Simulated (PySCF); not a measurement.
Worked example: entropy of an ideal gas

BHBr2, SMILES BrBBr.

Coordinates come from a PBE-D3(BJ)/def2-TZVP optimisation.

PBE-D3(BJ)/def2-TZVP (PySCF) gives the harmonic wavenumbers 173, 586, 703, 769, 1001, 2642 cm⁻¹ and the rotational temperatures 1.8638, 0.0551, 0.0535 K. The molar mass is 171.63 g/mol, the symmetry number 2, the spin multiplicity 1.

### Question
Work out the entropy at 298.15 K and 1 atm in the rigid-rotor, harmonic-oscillator model.

### Answer

Translation (Sackur–Tetrode at 1 atm): S = R[1.5 ln M + 2.5 ln T − 1.16487] = 172.9 J/(mol K).
Rotation: q = (√π/σ) T^1.5/√(θA θB θC) = 61600, S = R[ln q + 3/2] = 104.2 J/(mol K).
Vibration: with u = 1.4388 ν/T, each mode gives R[u/(e^u − 1) − ln(1 − e^−u)]:
| ν (cm⁻¹) | modes | u | S (J/(mol K)) |
|---|---|---|---|
| 173 | 1 | 0.83 | 10.05 |
| 586 | 1 | 2.83 | 1.98 |
| 703 | 1 | 3.39 | 1.27 |
| 769 | 1 | 3.71 | 0.98 |
| 1001 | 1 | 4.83 | 0.39 |
The stiffer modes add less than 0.005 each. Sum 14.7 J/(mol K).
Spin: R ln 1 = 0.0 J/(mol K).
Total 291.8 J/(mol K); the program's own thermochemistry gives 291.7. Translation makes up 59 % and vibration 5 %. Anharmonicity, hindered rotation and orbital degeneracy are left out.
